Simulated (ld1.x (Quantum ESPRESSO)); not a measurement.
**An all-electron radial function and its pseudo partner (vanadium (V))**

Columns: radius, all-electron u(r) and pseudo u(r) of the 4s shell (level -4.70 eV) of vanadium in the configuration [Ne] 3s2 3p6 3d3 4s2 4p0; PBE, scalar-relativistic, PAW scheme, ld1.x (Quantum ESPRESSO) 7.5.

```
r (bohr)  all-electron   pseudo
   0.128       -0.0886  -0.0236
   0.255       -0.1383  -0.0476
   0.382        0.0181  -0.0727
   0.510        0.1745  -0.0995
   0.638        0.2546  -0.1281
   0.765        0.2570  -0.1586
   0.893        0.2036  -0.1915
   1.020        0.1186  -0.2261
   1.148        0.0187  -0.2628
   1.275       -0.0825  -0.3004
   1.402       -0.1784  -0.3388
   1.530       -0.2659  -0.3775
   1.658       -0.3423  -0.4154
   1.785       -0.4067  -0.4515
   1.912       -0.4601  -0.4852
   2.040       -0.5036  -0.5159
   2.168       -0.5376  -0.5426
   2.295       -0.5630  -0.5644
   2.422       -0.5810  -0.5812
   2.550       -0.5926  -0.5926
   2.678       -0.5983  -0.5983
   2.805       -0.5991  -0.5991
   2.932       -0.5956  -0.5956
   3.060       -0.5883  -0.5883
   3.188       -0.5779  -0.5779
   3.315       -0.5651  -0.5651
```

(1) How many radial nodes do the two functions have?

(2) At about which radius was the pseudo-wave matched?

(3) Is the pseudo-wave norm-conserving?

## Answers

(1) The all-electron 4s function has n − l − 1 = 3 (the table is too coarse to show those close to the nucleus); the pseudo-wave has 0, since the states of the same l below it are removed with the core.

(2) 2.55 bohr. The columns agree to 0.0005 from 2.42 bohr on; several derivatives are matched, so the curves merge somewhat inside the radius.

(3) No, it belongs to a PAW set: the norm inside the radius is not constrained, and the difference is carried by the augmentation charge.
